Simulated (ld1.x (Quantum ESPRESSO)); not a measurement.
## Transferability test, TM potential for praseodymium (Pr)

* Element: Pr (Z = 59)
* Generator: ld1.x (Quantum ESPRESSO) 7.5
* Type: norm-conserving Troullier–Martins (Kleinman–Bylander form)
* Functional: PBEsol
* Relativity: fully relativistic
* Frozen core: [Kr] 4d10
* Valence charge: 13
* Reference configuration: 4f2 5s2 5p6 5d1 6s2 6p0
* Partial waves: 5s (bound): rc 1.70 bohr; 5p (bound): rc 1.70 bohr; 5d (bound): rc 2.40 bohr; 4f (bound): rc 0.85 bohr
* Local potential: all-electron potential smoothed inside 1.45 bohr (lloc = -2)
* Core correction: none

Open shells are filled in proportion to 2j + 1 (rel_dist='average').

Occupied shells without a wave of their own: 6s. They enter only through the test configuration that unscreens the potential.

Energies are relative to the spin-unpolarised reference configuration 4f2 5s2 5p6 5d1 6s2 6p0; without spin polarisation the order of configurations can differ from experiment. Not all tests gave a result: 1 of 7 tests not solved or not reliable. Left out of the table: 4f3 5s2 5p6 5d0 6s0 6p2 (an occupied level unbound or not found, printed error -9.2 eV).

```tsv
valence configuration	charge	ΔE all-electron (eV)	error AE − PS (meV)
4f3 5s2 5p6 5d0 6s2 6p0	0	-1.118	-46
4f3 5s2 5p6 5d0 6s1 6p0	+1	4.624	-291
4f3 5s2 5p6 5d0 6s0 6p0	+2	15.155	-688
4f3 5s2 5p6 5d0.5 6s1.5 6p0	0	-0.361	-59
4f3 5s2 5p6 5d1 6s0 6p0	+1	5.517	-311
```

Q: What are ΔE and the potential's error for 4f1 5s2 5p6 5d0 6s0 6p0?

A: ΔE = 75.714 eV all-electron; the error (AE − PS) is -2183 meV.

Levels in the configuration 4f3 5s2 5p6 5d0 6s2 6p0:

| level | all-electron (eV) | pseudo (eV) |
| --- | --- | --- |
| 4f j=5/2 | -1.478 | -1.539 |
| 4f j=7/2 | -1.138 | -1.211 |
| 5s j=1/2 | -38.997 | -39.258 |
| 5p j=1/2 | -23.426 | -23.702 |
| 5p j=3/2 | -20.626 | -20.909 |
| 6s j=1/2 | -3.480 | -3.669 |

These tests converged, but a pseudo level misses the all-electron one widely, so the file describes the atom poorly there or has found another state: 4f3 5s2 5p6 5d0 6s0 6p0: empty 6p by 6.8 eV; 4f1 5s2 5p6 5d0 6s0 6p0: empty 6s by 3.5 eV (a node warning on the way). ld1.x printed “convergence not achieved” for 5 of the counted tests; their residual had stalled under 1e-8, short of the target of 1e-14. The 6s level has no wave, so the channel is fitted at the deeper level alone: the likely source of the large errors.

A Bessel basis up to 400 Ry misses an occupied level by 0.12 Ry, so cutoffs and ghosts were not judged.
